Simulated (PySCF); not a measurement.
Cards and structures have been mixed up. Pair them.

Structures:
1. `C[Si@](F)(Cl)C1CC1`
2. `C(CC)[C@@H]1C[CH2][AlH2-][N+]1(C)C`
3. `FC1=NC=CO1`

Card P (geometry GFN2-xTB):
- Rotational constants A, B, C: 2.198, 1.350, 1.137 GHz
- Static isotropic polarisability (wB97X-D/def2-SVPD): 80.5 au
- Dipole moment (wB97X-D/def2-SVPD): 2.60 D
- 13C chemical shifts (computed TMS as zero) by class (GIAO PBE0/pcSseg-1): 5.8 (1 C), 4.2 (1 C), 3.1 (1 C), 2.2 (1 C) ppm
- Point group: C1

Card Q (geometry PBE0-D3(BJ)/def2-SVP):
- Rotational constants A, B, C: 9.735, 3.933, 2.801 GHz
- Point group: Cs
- Dipole moment (PBE0-D3(BJ)/def2-SVP): 2.36 D

Card R (geometry PBE0-D3(BJ)/def2-SVP):
- Rotational constants A, B, C: 1.810, 0.669, 0.568 GHz
- Isotropic shieldings of nuclei other than C and H, by class (GIAO HF/pcSseg-1): 240 (1 N), 432 (1 Al) ppm
- Dipole moment (HF/pcSseg-1): 4.96 D
- Point group: C1

All species are isolated and taken at one optimised geometry, non-relativistic unless stated; the electronic structure was computed with PySCF and density fitting. NMR classes are plain means over equivalent atoms (diastereotopic ones count apart unless rotation or inversion swaps them), as if these changed places fast.

Which card belongs to which structure?

P = 1, Q = 3, R = 2. What ties each card to its structure:
- 1 (card P), C4H8ClFSi, monoisotopic mass 138.0 u, 7 heavy atoms: 4 C in 4 classes; the least shielded carbon (5.8 ppm) is a three-membered-ring carbon; an asymmetric top with C = 1.137 GHz; polarisability 80.5 au for 72 electrons; dipole 2.60 D.
- 2 (card R), C8H20AlN, monoisotopic mass 157.1 u, 10 heavy atoms: an asymmetric top with C = 0.568 GHz, the lowest such constant on the cards; dipole 4.96 D.
- 3 (card Q), C3H2FNO, monoisotopic mass 87.0 u, 6 heavy atoms: point group Cs; an asymmetric top with C = 2.801 GHz, the highest such constant on the cards; dipole 2.36 D.
